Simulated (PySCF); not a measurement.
## Shifts of the heteroatoms

Bonds (- single, = double, # triple, : aromatic): Cl1-Si2 2.013 Å, Si2-C3 1.870 Å, C3:C4 1.371 Å, C4:C5 1.411 Å, C5:C6 1.362 Å, C6:O7 1.338 Å, O7:C3 1.357 Å. Si2 carries H8, H9; C4 carries H10; C5 carries H11; C6 carries H12.

[PySCF: structure optimised with GFN2-xTB; PBE0/pcSseg-1 with gauge-including orbitals; isolated molecule; non-relativistic Hamiltonian; equivalent nuclei averaged; one conformer]

**Question.** Where does ²⁹Si resonate?

**Answer.** 
```tsv
atoms	environment	σ (ppm)	δ (ppm)
Si2	silicon bonded to C, Cl, 2 H	383.0	-34.9
```

Shieldings were converted by a linear fit to measured shifts: ²⁹Si: δ = 279.94 − 0.822σ (rms 8.9 ppm, 72 shifts, 25.8 ppm with the 6 outliers that the fit left out vs TMS, solution or neat liquid). A few per cent of atoms miss by over 2 rms, more outside the fitted compound classes.

On a 300 MHz spectrometer ²⁹Si resonates near 59.6 MHz, so 1 ppm is 59.6 Hz.

**Question.** Where does ¹⁷O resonate?

**Answer.** 
| atoms | environment | σ (ppm) | δ (ppm) |
| --- | --- | --- | --- |
| O7 | aromatic ring oxygen | 21.3 | 247.3 |

Shieldings were converted by a linear fit to measured shifts: ¹⁷O: δ = 266.70 − 0.911σ (rms 10.7 ppm, 155 shifts, 12.2 ppm with the 3 outliers that the fit left out vs liquid water, solution or neat liquid). Occasional misses reach two or three times the rms, and more in compound classes unlike the fitted ones.

On a 300 MHz spectrometer ¹⁷O resonates near 40.7 MHz, so 1 ppm is 40.7 Hz.
